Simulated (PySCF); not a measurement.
Ga(H)2(NHiPr), SMILES [GaH2][NH]C(C)C (C3H10GaN) (GFN2-xTB optimised geometry):

```
15

Ga     1.260     0.725     0.000
H      0.477     2.061     0.000
H      2.813     0.725     0.000
N      0.517    -0.926     0.077
C     -0.872    -1.361    -0.014
C     -1.762    -0.133     0.123
C     -1.140    -2.075    -1.342
H      1.146    -1.725     0.037
H     -1.095    -2.061     0.808
H     -2.813    -0.408     0.122
H     -1.523     0.385     1.055
H     -1.562     0.544    -0.712
H     -2.184    -2.373    -1.411
H     -0.906    -1.404    -2.168
H     -0.518    -2.963    -1.430
```

Calculation: PBE0/def2-TZVP in PySCF 2.14.0.

### Question
What are the frontier orbital energies and the dipole moment?

### Answer
HOMO-2 -8.95 eV, HOMO-1 -8.19 eV, HOMO -6.81 eV, LUMO -0.71 eV, LUMO+1 0.81 eV; dipole moment 1.36 D.

On the same geometry PBE/def2-TZVP (PySCF) gives HOMO-2 -7.62 eV, HOMO-1 -6.91 eV, HOMO -5.60 eV, LUMO -1.47 eV, LUMO+1 -0.03 eV; dipole moment 1.55 D.

Meta-Löwdin charges at PBE0/def2-TZVP: Ga1 0.29, H2 -0.08, H3 -0.08, N4 -0.49, C5 0.05, C6 -0.34, C7 -0.35, H8 0.22, H9 0.10, H10 0.12, H11 0.12, H12 0.12, H13 0.11, H14 0.11, H15 0.11.
